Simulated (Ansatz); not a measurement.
`FCC([SiH3])Cl` + `N=CCl` → `N=C([SiH3])Cl` + `FCCCl`  (formal exchange of groups at the Si–C bond)

Isolated molecules relaxed with PBE0-D4/def2-TZVP in Ansatz; ΔE leaves out vibrations. CCSD(T)/CBS adds triple-zeta CCSD(T) − MP2 to the extrapolated MP2 energy (def2 sets, frozen cores). This one scheme is used for every species. DFT in def2-TZVPP. One conformer a species, not always the lowest.

```csv
level,ΔE (kcal/mol)
r2SCAN-D4,-5.1
ωB97X-V,-3.9
ωB97M-V,-3.7
PBE0,-4.7
SCS-MP2/def2-TZVPP,-4.7
CCSD/def2-TZVPP,-4.3
MP2/def2-QZVPP,-4.4
MP2/CBS(def2),-4.5
```

(1) What does CCSD(T)/CBS give? (Best estimate.)

Largest T1 diagnostic among the species: 0.013.

## Answers

(1) The calculation gave: -4.7 kcal/mol. The listed levels differ from it by -0.4, 0.8, 1.0, 0.0, 0.0, 0.4, 0.3, 0.2 kcal/mol.

In def2-TZVPP, CCSD(T) changes the Hartree–Fock value by +1.0 kcal/mol (the triples alone add −0.2 kcal/mol) and MP2 by +1.2 kcal/mol. The D4 term adds +0.8 kcal/mol with B3LYP and +0.5 kcal/mol with PBE0; it sums over pairs of atoms, weighted by their polarisabilities, and B3LYP, whose exchange is more repulsive, gets the larger term.

B3LYP here is the variant with VWN-RPA as its local correlation; programs differ in this.
